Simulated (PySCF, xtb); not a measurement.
Al(All)(H)(OMe) (C4H9AlO), SMILES C=C[CH2][AlH][O]C. Other conformers were not sampled.

Harmonic wavenumbers (cm⁻¹) from GFN2-xTB in xtb 6.7.1 at its own minimum, in rising order: 25, 30, 74, 76, 159, 203, 218, 378, 427, 517, 539, 620, 648, 752, 863, 939, 1004, 1019, 1092, 1139, 1142, 1167, 1214, 1287, 1402, 1417, 1429, 1479, 1480, 1694, 1846, 2859, 2927, 2959, 2963, 2975, 3012, 3092, 3117.

### Question
What does PySCF with B3LYP-D3(BJ)/def2-SVP give at its own minimum? (The exact figures need the calculation; the answer reports its results.)

### Answer
44, 76, 92, 110, 125, 183, 247, 420, 477, 556, 624, 674, 733, 775, 903, 933, 997, 1029, 1045, 1178, 1189, 1193, 1236, 1310, 1411, 1438, 1473, 1479, 1485, 1668, 1943, 2973, 3042, 3055, 3062, 3123, 3133, 3147, 3233. Paired by order, the mean absolute difference is 49 cm⁻¹ and the zero-point energies are 71.7 and 74.1 kcal/mol.
